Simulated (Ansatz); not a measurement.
C10H9BO3, SMILES OB(O)c1occc1-c1ccccc1.

Geometry: PBE-D3(BJ)/def2-SVP. The structure was generated by enumeration, and PubChem lists no compound with its InChIKey, so it may never have been made. Other conformers were not sampled.

All values below come from PBE-D3(BJ)/def2-SVP run with Ansatz (a first-principles code).

Each state was relaxed at this level (stationary points, no frequency check), unrestricted for open shells, gas phase, no zero-point terms. λ is the four-point inner reorganisation energy.

Q: Estimate the ionisation, attachment and triplet energies that can be given, with their reorganisation energies. (The exact figures need the calculation; the answer reports its results.)

A: 
```json
[
 {"quantity": "ionisation energy", "at the neutral's geometry (eV)": "7.92", "adiabatic (eV)": "7.67", "at the other state's geometry (eV)": "7.26", "relaxation of that state (meV)": "248", "relaxation of the neutral (meV)": "407", "λ (meV)": "655"},
 {"quantity": "T1 energy", "at the neutral's geometry (eV)": "3.34", "adiabatic (eV)": "2.79", "at the other state's geometry (eV)": "2.32", "relaxation of that state (meV)": "544", "relaxation of the neutral (meV)": "466", "λ (meV)": "1011"}
]
```
